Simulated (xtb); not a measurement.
Job for xtb: GFN2-xTB on AsBH4O2 (SMILES OB(O)[AsH2]), a point of a torsion scan.

```
$ xtb mol.xyz --gfn 2 --opt vtight --chrg 0 --uhf 0 --input xcontrol
8

O     -1.50526877    -1.25031264     0.29307245
B     -0.55916317    -0.18566776    -0.06919227
O     -1.07092585     1.19698187     0.00516850
As     1.44839498    -0.43416256    -0.01105448
H     -2.18634410    -0.89955241     0.93587377
H     -0.38802369     1.83945340    -0.24738453
H      1.91518186    -1.87386088    -0.27958056
H      2.23697147     0.65515020    -0.77036835
$constrain
  force constant=1.0
  dihedral: 1,2,4,7,30.0
$end
```

The log:

```
[...]
           -------------------------------------------------
          |                Calculation Setup                |
           -------------------------------------------------



           -------------------------------------------------
          |                 G F N 2 - x T B                 |
           -------------------------------------------------

        Reference                      10.1021/acs.jctc.8b01176
      * Hamiltonian:
        H0-scaling (s, p, d)           1.850000    2.230000    2.230000
        zeta-weighting                 0.500000
      * Dispersion:
        s8                             2.700000
        a1                             0.520000
        a2                             5.000000
        s9                             5.000000
      * Repulsion:
        kExp                           1.500000    1.000000
        rExp                           1.000000
      * Coulomb:
        alpha                          2.000000
        third order                    shell-resolved
        anisotropic                    true
        a3                             3.000000
        a5                             4.000000
        cn-shift                       1.200000
        cn-exp                         4.000000
        max-rad                        5.000000


          ...................................................
          :                      SETUP                      :
          :.................................................:
          :  # basis functions                  26          :
          :  # atomic orbitals                  25          :
          :  # shells                           13          :
          :  # electrons                        24          :
          :  max. iterations                   250          :
          :  Hamiltonian                  GFN2-xTB          :
          :  restarted?                      false          :
          :  GBSA solvation                  false          :
          :  PC potential                    false          :
          :  electronic temp.          300.0000000     K    :
          :  accuracy                    1.0000000          :
          :  -> integral cutoff          0.2500000E+02      :
          :  -> integral neglect         0.1000000E-07      :
          :  -> SCF convergence          0.1000000E-05 Eh   :
          :  -> wf. convergence          0.1000000E-03 e    :
          :  Broyden damping             0.4000000          :
          :  net charge                          0          :
          :  unpaired electrons                  0          :
          ...................................................

 iter      E             dE          RMSdq      gap      omega  full diag
   1    -13.5159256 -0.135159E+02  0.892E+00    4.50       0.0  T
   2    -13.5705476 -0.546219E-01  0.967E+00    2.34       1.0  T
   3    -13.8252583 -0.254711E+00  0.413E+00    3.66       1.0  T
   4    -13.8212129  0.404540E-02  0.325E+00    3.26       1.0  T
   5    -13.8350014 -0.137885E-01  0.858E-01    3.55       1.0  T
   6    -13.8348217  0.179736E-03  0.452E-01    3.59       1.0  T
   7    -13.8354534 -0.631669E-03  0.899E-02    3.65       1.0  T
   8    -13.8354420  0.113814E-04  0.693E-02    3.65       1.0  T
   9    -13.8354550 -0.129655E-04  0.280E-02    3.66       1.3  T
  10    -13.8354556 -0.675489E-06  0.429E-03    3.66       8.2  T
  11    -13.8354556 -0.129828E-07  0.165E-03    3.66      21.4  T
  12    -13.8354556 -0.176139E-08  0.290E-04    3.66     121.9  T
  13    -13.8354556 -0.183196E-10  0.811E-05    3.66     436.2  T

   *** convergence criteria satisfied after 13 iterations ***

         #    Occupation            Energy/Eh            Energy/eV
      -------------------------------------------------------------
         1        2.0000           -0.6821202             -18.5614
       ...           ...                  ...                  ...
         6        2.0000           -0.5131528             -13.9636
         7        2.0000           -0.4938879             -13.4394
         8        2.0000           -0.4793230             -13.0430
         9        2.0000           -0.4570301             -12.4364
        10        2.0000           -0.4521018             -12.3023
        11        2.0000           -0.4168469             -11.3430
        12        2.0000           -0.3541619              -9.6372 (HOMO)
        13                         -0.2196648              -5.9774 (LUMO)
        14                         -0.1465470              -3.9877
        15                         -0.1312688              -3.5720
        16                         -0.0667916              -1.8175
        17                         -0.0020928              -0.0569
       ...                                ...                  ...
        25                          0.9067684              24.6744
      -------------------------------------------------------------
                  HL-Ga
[...]
tup                      ...        0 min,  0.000 sec (  2.128%)
 Dispersion                     ...        0 min,  0.000 sec (  0.616%)
 classical contributions        ...        0 min,  0.000 sec (  0.304%)
 integral evaluation            ...        0 min,  0.000 sec ( 26.775%)
 iterations                     ...        0 min,  0.000 sec ( 19.339%)
 molecular gradient             ...        0 min,  0.001 sec ( 47.769%)
 printout                       ...        0 min,  0.000 sec (  2.708%)

         :::::::::::::::::::::::::::::::::::::::::::::::::::::
         ::                     SUMMARY                     ::
         :::::::::::::::::::::::::::::::::::::::::::::::::::::
         :: total energy             -13.844167862425 Eh    ::
         :: gradient norm              0.000102760189 Eh/a0 ::
         :: HOMO-LUMO gap              5.284004861988 eV    ::
         ::.................................................::
         :: SCC energy               -13.920995032759 Eh    ::
         :: -> isotropic ES            0.070364982981 Eh    ::
         :: -> anisotropic ES         -0.001746338748 Eh    ::
         :: -> anisotropic XC         -0.001401839709 Eh    ::
         :: -> dispersion             -0.003704674882 Eh    ::
         :: repulsion energy           0.076826428295 Eh    ::
         :: add. restraining           0.000000742040 Eh    ::
         :: total charge               0.000000000000 e     ::
         :::::::::::::::::::::::::::::::::::::::::::::::::::::

           -------------------------------------------------
          |                Property Printout                |
           -------------------------------------------------

    * Orbital Energies and Occupations

         #    Occupation            Energy/Eh            Energy/eV
      -------------------------------------------------------------
         1        2.0000           -0.6961462             -18.9431
         2        2.0000           -0.6892439             -18.7553
         3        2.0000           -0.5986565             -16.2903
         4        2.0000           -0.5937001             -16.1554
         5        2.0000           -0.5771030             -15.7038
         6        2.0000           -0.5189459             -14.1212
         7        2.0000           -0.5142884             -13.9945
         8        2.0000           -0.4878026             -13.2738
         9        2.0000           -0.4626497             -12.5893
        10        2.0000           -0.4276612             -11.6373
        11        2.0000           -0.4098804             -11.1534
        12        2.0000           -0.3673767              -9.9968 (HOMO)
        13                         -0.1731931              -4.7128 (LUMO)
        14                         -0.1581431              -4.3033
        15                         -0.1050131              -2.8576
        16                         -0.0035545              -0.0967
        17                          0.0357876               0.9738
        18                          0.0998016               2.7157
        19                          0.1112327               3.0268
        20                          0.2220259               6.0416
        21                          0.2805964               7.6354
        22                          0.4783912              13.0177
        23                          0.5328770              14.5003
       ...                                ...                  ...
        25                          0.8210688              22.3424
      -------------------------------------------------------------
                  HL-Gap            0.1941836 Eh            5.2840 eV
             Fermi-level           -0.2702849 Eh           -7.3548 eV

     #   Z          covCN         q      C6AA      α(0)
     1   8 O        1.601    -0.456    21.998     6.330
     2   5 B        2.520     0.408    16.941     7.136
     3   8 O        1.594    -0.490    22.719     6.433
     4  33 As       2.896     0.009   213.978    26.808
     5   1 H        0.805     0.302     0.715     1.329
     6   1 H        0.806     0.298     0.727     1.339
     7   1 H        0.972    -0.025     3.512     2.929
     8   1 H        0.971    -0.047     3.998     3.125

 Mol. C6AA /au·bohr⁶  :       1121.203110
 Mol. C8AA /au·bohr⁸  :      46069.817724
 Mol. α(0) /au        :         55.426798


Wiberg/Mayer (AO) data.
largest (>0.10) Wiberg bond orders for each atom

 ---------------------------------------------------------------------------
     #   Z sym  total        # sym  WBO       # sym  WBO       # sym  WBO
 ---------------------------------------------------------------------------
     1   8 O    2.201 --     2 B    1.211     5 H    0.879
     2   5 B    3.357 --     1 O    1.211     3 O    1.162     4 As   0.950
     3   8 O    2.140 --     2 B    1.162     6 H    0.889
     4  33 As   2.988 --     7 H    0.981     8 H    0.970     2 B    0.950
     5   1 H    0.909 --     1 O    0.879
     6   1 H    0.911 --     3 O    0.889
     7   1 H    0.999 --     4 As   0.981
     8   1 H    0.998 --     4 As   0.970
 ---------------------------------------------------------------------------

Topologies differ in total number of bonds
Writing topology from bond orders to xtbtopo.mol

molecular dipole:
                 x           y           z       tot (Debye)
 q only:       -0.040       0.460       0.080
   full:       -0.856       0.599      -0.170       2.691
molecular quadrupole (traceless):
                xx          xy          yy          xz          yz          zz
 q only:        0.425       2.056       0.243       0.401       0.094      -0.668
  q+dip:       -3.019       2.778       2.025      -1.278       0.462       0.994
   full:       -3.109       2.598       2.091      -1.802       0.185       1.018

           -------------------------------------------------
          |                Geometry Summary                 |
           -------------------------------------------------

      molecular mass/u    :      121.7631955
   center of mass at/Å    :        0.6939540      -0.2009614       0.2457694
  moments of inertia/u·Å² :        0.5235327E+02   0.1972185E+03   0.2451499E+03
rotational constants/cm⁻¹ :        0.3219977E+00   0.8547694E-01   0.6876459E-01

 * 7 selected distances

     #   Z          #   Z                                           value/Å
     1   8 O        2   5 B                                       1.3461279
     2   5 B        3   8 O                                       1.3588488
     2   5 B        4  33 As                                      2.0437029 (max)
     1   8 O        5   1 H                                       0.9597691
     3   8 O        6   1 H                                       0.9560971 (min)
     4  33 As       7   1 H                                       1.4930903
     4  33 As       8   1 H                                       1.5097482

 * 4 distinct bonds (by element types)

   Z      Z             #   av. dist./Å        max./Å        min./Å
   1 H    8 O           2     0.9579331     0.9597691     0.9560971
   5 B    8 O           2     1.3524884     1.3588488     1.3461279
   1 H   33 As          2     1.5014192     1.5097482     1.4930903
   5 B   33 As          1     2.0437029     2.0437029     2.0437029


optimized geometry written to: xtbopt.xyz


           -------------------------------------------------
          | TOTAL ENERGY              -13.844167862425 Eh   |
          | GRADIENT NORM               0.000102760189 Eh/α |
          | HOMO-LUMO GAP               5.284004861988 eV   |
           -------------------------------------------------
Note: The following floating-point exceptions are signalling: IEEE_UNDERFLOW_FLAG IEEE_DENORMAL
normal termination of xtb

------------------------------------------------------------------------
------------------------------------------------------------------------
 total:
 SCF:
 ANC optimizer:
```

The run finished.

Warnings raised: the energy holds the restraint's term.

Cost: roughly 0.06 core-seconds.
